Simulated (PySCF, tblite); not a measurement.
Calculations on `C(/F)(=C/CF)[C](C)O` [radical], in the order of a workflow; each names the level of the geometry that it ran on. Settings lines and outputs come from a driver script.

Compound: C5H7F2O (doublet state).
SMILES with atom numbers: `[CH3:1][C:2]([OH:3])/[C:4]([F:5])=[CH:6]/[CH2:7][F:8]` (hydrogens: H9, H10, H11 on C1; H12 on O3; H13 on C6; H14, H15 on C7)

Step 1: GFN2-xTB geometry optimisation, gas phase (tblite 0.8.0) (from a force-field or distance-geometry start)
```json
{"job": {"kind": "relax", "xc": "GFN2-xTB", "basis": "xTB"}, "charge": 0, "multiplicity": 2}
```
```
step      E/eV     max force
  0    -752.51911    2.557
  1    -752.80786    1.498
  2    -752.92593    0.950
...
139    -754.85041    0.032
140    -754.85033    0.059
141    -754.85049    0.021
142    -754.85050    0.018
143    -754.85051    0.008
```

Energy lowered by 53.8 kcal/mol over 143 steps; largest atomic force 0.008 eV/Å at the end. «max force» is the largest atomic force in eV/Å.

Step 2: GFN2-xTB harmonic vibrations, gas phase (tblite 0.8.0) (on the GFN2-xTB geometry)
```json
{"job": {"kind": "ir", "xc": "GFN2-xTB", "basis": "xTB"}, "charge": 0, "multiplicity": 2}
```
```
(table of modes left out)
```

39 modes from 38 to 3463 cm⁻¹ (unscaled, harmonic); zero-point energy 68.4 kcal/mol; all wavenumbers are real at this level.

Step 3: UKS B3LYP, pcH-1 on C F H O, non-relativistic, mean-field spin-orbit, GIAO (PySCF 2.14.0) (on the GFN2-xTB geometry)
```json
{"job": {"kind": "epr", "basis": "pcH-1"}, "charge": 0, "multiplicity": 2}
```
```
...
E = -469.62354413 Eh   <S^2> = 0.7702 (exact 0.7500)
g shifts (ppm)      1          2          3
  rmc          -178       -178       -178
  gc             -4         43         37
  oz_so         -94        633       1394
  total        -275        499       1254
hyperfine (MHz)  atom isotope    a_iso     a_fc   dipolar eigenvalues
    0   13C     -19.91     -19.91     -0.64     -0.43      1.07
    1   13C      51.81      51.81    -50.15    -49.69     99.85
    2   17O     -15.75     -15.75    -50.75     24.40     26.35
    3   13C     -50.38     -50.38    -23.65      9.48     14.18
    4   19F     -21.71     -21.71    -52.04     18.42     33.62
    5   13C      47.79      47.79    -45.97    -44.74     90.72
    6   13C     -19.97     -19.97     -1.43     -0.08      1.50
    7   19F      68.36      68.36    -22.29    -19.21     41.50
    8    1H      49.90      49.90     -3.64     -1.76      5.40
    9    1H      54.31      54.31     -3.60     -1.84      5.44
   10    1H       1.63       1.63     -2.91     -2.81      5.72
   11    1H      -9.47      -9.47     -9.74     -6.56     16.30
   12    1H     -34.56     -34.56    -19.22     -1.03     20.25
   13    1H      27.56      27.56     -3.18     -2.33      5.52
   14    1H      70.28      70.28     -3.86     -1.18      5.03
```

⟨S²⟩ 0.770; g_iso 2.0028. rmc, gc and oz_so are the mass-correction, gauge-correction and orbital-Zeeman/spin–orbit parts of the g shift along its three principal axes; a_iso is the isotropic hyperfine coupling and a_fc its Fermi-contact part. The log counts atoms from 0, this text from 1.

Question: Which step took the most CPU time, and about what did each take on one thread, Arm Neoverse V2 (aarch64) (shared host)?

Answer: Step 3, about 99 % of the total. CPU time by step: 1: 0.7 s, 2: 0.34 s, 3: 73 s.

Geometry of the electronic-property runs (GFN2-xTB):
```
atom  x, y, z in Å
C1    -2.1044    0.5901   -0.1037
C2    -1.2384   -0.5700    0.2416
O3    -1.8925   -1.6833    0.6479
C4     0.1470   -0.5394    0.1665
F5     0.7547   -1.7188    0.5342
C6     0.9584    0.4913   -0.2272
C7     2.4396    0.3852   -0.2640
F8     3.0203    1.6007    0.0226
H9    -1.8446    1.4609    0.4966
H10   -1.9952    0.8591   -1.1540
H11   -3.1387    0.3190    0.0868
H12   -1.2556   -2.3829    0.8547
H13    0.5198    1.4242   -0.5301
H14    2.8177   -0.3346    0.4703
H15    2.8075    0.1066   -1.2643
```

 (This holds for the electronic-property runs.)

One conformer stands for the species.
